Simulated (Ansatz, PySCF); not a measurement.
C4H12Si2, SMILES C1CC[SiH2][SiH2]C1. Atoms are numbered in the order given.

```xyz
18

C      0.2328     0.7341    -1.7199
C     -0.2328    -0.7341    -1.7199
C      0.3598    -1.6292    -0.6100
Si    -0.1808    -1.1539     1.1542
Si     0.1808     1.1539     1.1542
C     -0.3598     1.6292    -0.6100
H      1.3372     0.7604    -1.6704
H     -0.0339     1.1723    -2.6969
H      0.0339    -1.1723    -2.6969
H     -1.3372    -0.7604    -1.6704
H      1.4638    -1.5879    -0.6544
H      0.0863    -2.6826    -0.7955
H      0.5714    -1.9340     2.1793
H     -1.6364    -1.4475     1.3225
H     -0.5714     1.9340     2.1793
H      1.6364     1.4475     1.3225
H     -1.4638     1.5879    -0.6544
H     -0.0863     2.6826    -0.7955
```
Charge 0, spin multiplicity 1.

The structure is a stationary point at TPSSh-D3(BJ)/def2-SVP. Other conformers were not sampled.

Two levels are set side by side: PBE-D3(BJ)/def2-SVP (Ansatz, a program for electronic structure) and TPSSh-D3(BJ)/def2-SVP (PySCF). Each level has its own optimised geometry; the coordinates shown are those of the second. Frequencies come from the Hessian of PySCF at each geometry. Differences are taken from unrounded values.

```
quantity                            TPSSh-D3(BJ)
----------------------------------  ------------
mean bond length (Å)                       1.421
bond C1–C2 (Å)                             1.540
bond C1–C6 (Å)                             1.544
bond C2–C3 (Å)                             1.544
bond C3–Si4 (Å)                            1.905
bond Si4–Si5 (Å)                           2.336
bond Si5–C6 (Å)                            1.905
bond C1–H7 (Å)                             1.106
bond C1–H8 (Å)                             1.103
bond C2–H9 (Å)                             1.103
bond C2–H10 (Å)                            1.106
bond C3–H11 (Å)                            1.106
bond C3–H12 (Å)                            1.104
bond Si4–H13 (Å)                           1.492
bond Si4–H14 (Å)                           1.494
bond Si5–H15 (Å)                           1.492
bond Si5–H16 (Å)                           1.494
highest harmonic wavenumber (cm⁻¹)          3073
mean harmonic wavenumber (cm⁻¹)             1339
zero-point energy (kcal/mol)               91.86
```

Problem. What does PBE-D3(BJ) give, and how far is it from TPSSh-D3(BJ)? (An estimate is asked for; the answer gives what the named calculation found.)

Solution. 
| quantity | PBE-D3(BJ) | PBE-D3(BJ) minus TPSSh-D3(BJ) |
|---|---|---|
| mean bond length (Å) | 1.429 | 0.008 |
| bond C1–C2 (Å) | 1.541 | 0.001 |
| bond C1–C6 (Å) | 1.543 | -0.001 |
| bond C2–C3 (Å) | 1.543 | -0.001 |
| bond C3–Si4 (Å) | 1.912 | 0.007 |
| bond Si4–Si5 (Å) | 2.341 | 0.005 |
| bond Si5–C6 (Å) | 1.912 | 0.007 |
| bond C1–H7 (Å) | 1.114 | 0.008 |
| bond C1–H8 (Å) | 1.112 | 0.008 |
| bond C2–H9 (Å) | 1.112 | 0.008 |
| bond C2–H10 (Å) | 1.114 | 0.008 |
| bond C3–H11 (Å) | 1.113 | 0.007 |
| bond C3–H12 (Å) | 1.111 | 0.007 |
| bond Si4–H13 (Å) | 1.507 | 0.016 |
| bond Si4–H14 (Å) | 1.510 | 0.016 |
| bond Si5–H15 (Å) | 1.507 | 0.016 |
| bond Si5–H16 (Å) | 1.510 | 0.016 |
| highest harmonic wavenumber (cm⁻¹) | 3022 | -51 |
| mean harmonic wavenumber (cm⁻¹) | 1300 | -39 |
| zero-point energy (kcal/mol) | 89.19 | -2.66 |

Exact exchange shortens and stiffens bonds; PBE has none. Differences between two approximate levels are no errors against the true value.
